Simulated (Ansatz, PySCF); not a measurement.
C₆H₇F, SMILES C1(=C)C=C(CC1)F. Atoms are numbered in the order given.

```xyz
14

C      1.8156     1.0604    -1.4419
C      0.8736     0.4150    -0.7398
C      0.0978     0.9472     0.3730
C     -0.7474     0.0042     0.8144
F     -1.6046     0.1374     1.8128
C     -0.6765    -1.2919     0.0806
C      0.4197    -1.0219    -0.9668
H      2.3448     0.5725    -2.2642
H      2.0829     2.0946    -1.2130
H      0.1913     1.9539     0.7797
H     -0.4298    -2.1178     0.7692
H     -1.6546    -1.5418    -0.3647
H      0.0418    -1.1497    -1.9922
H      1.2668    -1.7150    -0.8541
```

Geometry: PBE0-D3(BJ)/def2-SVP. This is a generated structure with no PubChem entry under its InChIKey; it may be hypothetical. The values are those of a single conformer.

Two levels are set side by side: PBE-D3(BJ)/def2-SVP (Ansatz, a first-principles code) and PBE0-D3(BJ)/def2-SVP (Ansatz). Each level has its own optimised geometry; the coordinates shown are those of the second. Frequencies come from the Hessian of PySCF at each geometry. Differences are taken from unrounded values.

| quantity | PBE0-D3(BJ) |
|---|---|
| mean bond length (Å) | 1.264 |
| bond C1–C2 (Å) | 1.340 |
| bond C2–C3 (Å) | 1.457 |
| bond C2–C7 (Å) | 1.524 |
| bond C3–C4 (Å) | 1.341 |
| bond C4–F5 (Å) | 1.323 |
| bond C4–C6 (Å) | 1.491 |
| bond C6–C7 (Å) | 1.540 |
| bond C1–H8 (Å) | 1.093 |
| bond C1–H9 (Å) | 1.092 |
| bond C3–H10 (Å) | 1.090 |
| bond C6–H11 (Å) | 1.103 |
| bond C6–H12 (Å) | 1.103 |
| bond C7–H13 (Å) | 1.100 |
| bond C7–H14 (Å) | 1.100 |
| highest harmonic wavenumber (cm⁻¹) | 3270 |
| mean harmonic wavenumber (cm⁻¹) | 1390 |
| zero-point energy (kcal/mol) | 71.53 |

What does PBE-D3(BJ) give, and how far is it from PBE0-D3(BJ)? (The exact figures need the calculation; the answer reports its results.)


| quantity | PBE-D3(BJ) | PBE-D3(BJ) minus PBE0-D3(BJ) |
|---|---|---|
| mean bond length (Å) | 1.273 | 0.009 |
| bond C1–C2 (Å) | 1.353 | 0.012 |
| bond C2–C3 (Å) | 1.460 | 0.002 |
| bond C2–C7 (Å) | 1.534 | 0.010 |
| bond C3–C4 (Å) | 1.355 | 0.014 |
| bond C4–F5 (Å) | 1.337 | 0.014 |
| bond C4–C6 (Å) | 1.500 | 0.009 |
| bond C6–C7 (Å) | 1.550 | 0.010 |
| bond C1–H8 (Å) | 1.101 | 0.008 |
| bond C1–H9 (Å) | 1.100 | 0.008 |
| bond C3–H10 (Å) | 1.098 | 0.008 |
| bond C6–H11 (Å) | 1.112 | 0.009 |
| bond C6–H12 (Å) | 1.112 | 0.009 |
| bond C7–H13 (Å) | 1.109 | 0.008 |
| bond C7–H14 (Å) | 1.109 | 0.008 |
| highest harmonic wavenumber (cm⁻¹) | 3178 | -92 |
| mean harmonic wavenumber (cm⁻¹) | 1342 | -48 |
| zero-point energy (kcal/mol) | 69.08 | -2.45 |

GGA bonds tend to be longer and softer than those of functionals with exact exchange. Differences between two approximate levels are no errors against the true value.
